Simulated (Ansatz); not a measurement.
```yaml
crystal:
  periodic: [false, false, false]
  atoms:
    - {symbol: Ge, position_ang: [-0.017782, -0.078807, 0.697671]}
    - {symbol: H, position_ang: [0.060380, -0.046689, 2.128819]}
    - {symbol: N, position_ang: [1.594694, -0.195345, 0.150084]}
    - {symbol: C, position_ang: [1.845122, -0.158129, -1.158124]}
    - {symbol: C, position_ang: [2.595142, 0.235644, 0.913837]}
    - {symbol: H, position_ang: [2.051306, 0.789561, -1.507493]}
    - {symbol: H, position_ang: [1.045726, -0.516211, -1.681241]}
    - {symbol: H, position_ang: [2.654487, -0.744078, -1.394765]}
    - {symbol: H, position_ang: [2.339004, 0.192975, 1.900991]}
    - {symbol: H, position_ang: [3.430329, -0.349456, 0.791146]}
    - {symbol: H, position_ang: [2.881467, 1.205181, 0.710234]}
    - {symbol: N, position_ang: [-0.948805, 1.281543, 0.254703]}
    - {symbol: C, position_ang: [-1.151592, 1.546555, -1.035291]}
    - {symbol: C, position_ang: [-0.987779, 2.349494, 1.047471]}
    - {symbol: H, position_ang: [-2.074881, 1.971092, -1.182693]}
    - {symbol: H, position_ang: [-1.119943, 0.685431, -1.581542]}
    - {symbol: H, position_ang: [-0.457673, 2.197354, -1.432331]}
    - {symbol: H, position_ang: [-0.818898, 2.083762, 2.018478]}
    - {symbol: H, position_ang: [-0.295416, 3.072684, 0.799822]}
    - {symbol: H, position_ang: [-1.909809, 2.800727, 1.012041]}
    - {symbol: N, position_ang: [-0.801559, -1.368277, -0.082600]}
    - {symbol: C, position_ang: [-2.132640, -1.431542, -0.098344]}
    - {symbol: C, position_ang: [-0.194080, -2.547767, -0.206833]}
    - {symbol: H, position_ang: [-2.475948, -1.777090, -1.002393]}
    - {symbol: H, position_ang: [-2.529412, -0.505154, 0.055002]}
    - {symbol: H, position_ang: [-2.511647, -2.061873, 0.623569]}
    - {symbol: H, position_ang: [0.815557, -2.431338, -0.128238]}
    - {symbol: H, position_ang: [-0.491115, -3.227884, 0.508176]}
    - {symbol: H, position_ang: [-0.394208, -2.972364, -1.120164]}
basis:
  gaussian: {orbitals: def2-SVPD, point_charges: [{charge: 2.00, position_ang: [7.564, 0.194, -0.530]}]}
hamiltonian: {xc: {name: B97M-V}}
```

```sh
$ ansatz run in.yaml --threads 2 --pin off --events-out ev --progress --plain --max-ram 32768MiB --backend cuda --devices 0, --max-vram 18GiB
```

Shortened log:

```
Functional definition: B97M-V
3164 factors; their error is unknown
mean field evaluation 1: about -67464.5558 eV, gradient 1.1e2 eV
mean field evaluation 2: about -67379.7979 eV, gradient 2.0e2 eV
mean field evaluation 4: about -67489.9112 eV, gradient 1.0e1 eV
mean field evaluation 8: about -67490.1867 eV, gradient 5.5e-1 eV
mean field evaluation 16: about -67490.0427 eV, gradient 3.0e-3 eV
mean field -67490.04269156 eV, -2480.2133225209 hartree, gradient 2.5e-5 eV, S^2 0.000000; 0 other end points of the search recorded, 0 dependent functions left out
reference -67490.04278704 eV, -2480.2133260295 hartree; 54, 54 occupied and 316, 316 virtual orbitals, 3164 factors
Total energy: -67490.04278704 eV, -2480.2133260295 hartree
```

Run time 12 s (2 threads of AMD EPYC 7R13 on a shared host and a share (18 GiB) of an NVIDIA H100 80GB HBM3), peak host memory 1.1 GiB.
